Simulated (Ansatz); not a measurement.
`BO[SiH2]C` + `BNC` → `BN(C)[SiH2]C` + `BO` at 700 K and 1 bar (ligand exchange at the Si–O bond).

Program: Ansatz. Geometries: PBE0-D4/def2-TZVP. ΔE: electronic, gas phase. CCSD(T)/CBS adds triple-zeta CCSD(T) − MP2 to the extrapolated MP2 energy (def2 sets, frozen cores). This one scheme is used for every species. One conformer a species, not always the lowest.

```
       species  CCSD(T)/CBS energy (Eh)  H − E (kJ/mol)  S (J/(mol·K))
   `BO[SiH2]C`               -431.39483           285.2          445.7
         `BNC`               -121.18426           253.9          346.7
`BN(C)[SiH2]C`               -450.75646           412.5          509.0
          `BO`               -101.80414           126.4          277.4
```

H − E and S are ideal-gas, rigid-rotor, harmonic terms from PBE0-D4/def2-TZVP, for one conformer and one mirror image of each species. 1 Eh = 2625.50 kJ/mol, R = 8.31446 J/(mol·K).

Q: By hand: ΔE, ΔH, ΔS and ΔG.

A: ΔE = (-450.75646) + (-101.80414) − (-431.39483) − (-121.18426) = 0.01849 Eh = 48.5 kJ/mol. Δ(H − E) = 412.5 + 126.4 − 285.2 − 253.9 = -0.2, so ΔH = 48.3 kJ/mol. ΔS = 509.0 + 277.4 − 445.7 − 346.7 = -6.0 J/(mol·K). ΔG = 48.3 − 700 × (-6.0)/1000 = 52.5 kJ/mol.

Q: By hand: the equilibrium constant, and the temperature at which ΔG would vanish if ΔH and ΔS stayed fixed.

A: log₁₀ K = −ΔG/(RT ln 10) = -3.9. ΔH and −TΔS have one sign here, so there is no such temperature.

The number of gas molecules stays the same, so ΔS is small and ΔH decides. A doubt of 5 kJ/mol in ΔE shifts log₁₀ K by 0.4 here. Other conformers and mirror images would add mixing entropy, several J/(mol·K) or more a flexible species. Modes under 60 cm⁻¹, often nearly free rotors, make the harmonic entropy too high. These are equilibria of isolated gas molecules and say nothing of rates. Largest T1 diagnostic: 0.014 (customary marks: 0.02 for closed shells, 0.045 for open ones).

ΔS is within the doubt of such terms, so its sign, and with it that verdict, could turn.
